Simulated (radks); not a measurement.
Values are calculated unless marked as measured or tabulated.
Neutral titanium inside a hard spherical wall (all orbitals vanish at R), configuration held at [Ar] 3d2 4s2 and not refilled when levels cross. Code: a radial shooting solver on a logarithmic mesh with Libxc functionals. Model: non-relativistic Kohn-Sham, LDA (Slater exchange, VWN5 correlation), spin-polarised, spherical densities, point nucleus; open shells are filled with parallel spins first. Eigenvalues in eV for spin up, with the zero of energy where the potential of the charges vanishes at infinity; a dash marks a level that is unbound or too diffuse for the functional's potential to be trusted. A positive occupied level is held by the wall or, in an anion where self-interaction has pushed it up, behind a barrier. The pressure on the wall is -dE/dV.

| R (bohr) | E (hartree) | kinetic (hartree) | e(3s) | e(3p) | e(3d) | e(4s) | e(4p, empty) | e(5s, empty) | pressure (GPa) |
|---|---|---|---|---|---|---|---|---|---|
| free | -847.30346 | 846.081 | -62.053 | -39.326 | -5.171 | -4.756 | -1.650 | -0.073 | 0 |
| 20 | -847.30346 | 846.081 | -62.053 | -39.326 | -5.171 | -4.756 | -1.650 | 0.028 | < 0.0001 |
| 10 | -847.30254 | 846.089 | -61.980 | -39.253 | -5.102 | -4.698 | -1.502 | 1.898 | 0.0234 |
| 8 | -847.29568 | 846.137 | -61.660 | -38.935 | -4.804 | -4.429 | -1.012 | 4.655 | 0.299 |
| 5 | -847.12146 | 846.876 | -58.480 | -35.803 | -1.853 | -0.729 | 4.295 | 24.258 | 18.5 |
| 4 | -846.74147 | 848.163 | -54.853 | -32.271 | 1.714 | 5.480 | 12.248 | 48.708 | 97.5 |
| 3.5 | -846.26346 | 849.688 | -51.689 | -29.186 | 5.067 | 12.491 | 20.730 | 72.587 | 255 |
| 3 | -845.25301 | 852.865 | -46.637 | -24.176 | 10.807 | 26.075 | 36.362 | 113.59 | 770 |
| 2.5 | -842.84000 | 860.343 | -37.485 | -14.757 | 21.857 | 55.062 | 67.872 | 190.30 | 2820 |
| 2 | -836.08564 | 880.062 | -17.604 | 6.446 | 46.023 | 124.50 | 139.10 | 351.74 | 13300 |
| 1.5 | -813.00438 | 939.228 | 39.067 | 66.190 | 107.02 | 318.48 | 327.52 | 754.39 | 88500 |
